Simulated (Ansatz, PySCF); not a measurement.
Gas-phase reaction (SMILES): BN (BNH4) + [H][H] (H2) -> B (BH3) + N (NH3); hydrogen cleaves one B-N bond, a model of a ligand-exchange step.

Geometries: B3LYP-D3(BJ)/def2-TZVP minima from Ansatz (a program for electronic structure), one conformer each, not searched for the lowest. Valence correlation only, unless marked. No spin-orbit coupling. Non-relativistic. CBS(X,Y): correlation extrapolated as X^-3; Hartree-Fock from the larger set. Thermal terms are rigid-rotor harmonic-oscillator values from B3LYP-D3(BJ) frequencies (PySCF) at 298.15 K and 1 atm. 1 Eh = 627.5095 kcal/mol.

```tsv
species	E, CCSD(T)/CBS(def2-TZVPPD,def2-QZVPPD) (Ansatz) (Eh)	E, B3LYP-D3(BJ)/def2-TZVPD (Ansatz + dftd3) (Eh)	H - E (Eh)	G - E (Eh)
BN (BNH4)	-81.92877	-82.08579	0.05211	0.02622
[H][H] (H2)	-1.17452	-1.17983	0.01336	-0.00144
B (BH3)	-26.54873	-26.62529	0.03008	0.00872
N (NH3)	-56.50452	-56.58902	0.03799	0.01614
```

Problem. Work out ΔE and ΔH, ΔG, ΔS and the equilibrium constant at 298.15 K at the first level, then ΔH at the second.

Solution. 
1. ΔE = [(-26.54873) + (-56.50452)] - [(-81.92877) + (-1.17452)] = 0.05004 Eh = 31.4 kcal/mol at CCSD(T)/CBS(def2-TZVPPD,def2-QZVPPD).
2. The terms H - E add up to 0.00260 Eh, so ΔH = (0.05004 + (0.00260))×627.5095 = 33.0 kcal/mol.
3. The terms G - E add up to 0.00008 Eh, so ΔG = 31.5 kcal/mol, and ΔS = (0.00260 - (0.00008))×627509.5/298.15 = 5.3 cal/(mol K).
4. log10 K = -ΔG/(RT ln 10) = -23.1, with RT ln 10 = 1.3642 kcal/mol.
5. At B3LYP-D3(BJ)/def2-TZVPD the same steps give ΔE = 32.2 and ΔH = 33.8 kcal/mol, a shift of +0.8 from the first level.
6. These values are not checked against measurement here, since the tables used lack a sound gas-phase enthalpy of formation for at least one species.
